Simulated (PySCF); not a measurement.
# Exercise with solution: oscillator strength and radiative lifetime

C2H6ClFSi, SMILES CC[Si@@H](F)Cl.

Geometry: PBE0-D3(BJ)/def2-SVP. The structure was generated by enumeration; whether it is a known compound was not checked. The values are those of a single conformer.

TDDFT-M06-2X/def2-SVPD (PySCF) puts the first singlet state with f over 0.02 at 8.44 eV (vertical), with the transition dipole (0.221, 0.096, 0.383) in atomic units.

Q: Find the oscillator strength, the wavelength and the radiative lifetime that this transition would have in vacuum if emission retraced absorption.

A: 
|μ|² = 0.2047 au, so |μ| = 1.15 D. ΔE = 8.44/27.211 = 0.3102 hartree. f = (2/3) ΔE |μ|² = 0.042 (the program prints 0.042).
λ = 1239.84/8.44 = 147 nm; ν = 68073 cm⁻¹.
Einstein's coefficient A = 0.6670 ν² f s⁻¹ (ν in cm⁻¹) = 1.3e8 s⁻¹, so τ = 1/A = 7.6 ns. This state is S3; the lower singlets have f = 0.019, 0.005. The figure is the radiative limit of this one transition; relaxation, internal conversion, crossing to triplets and a medium change what is measured.
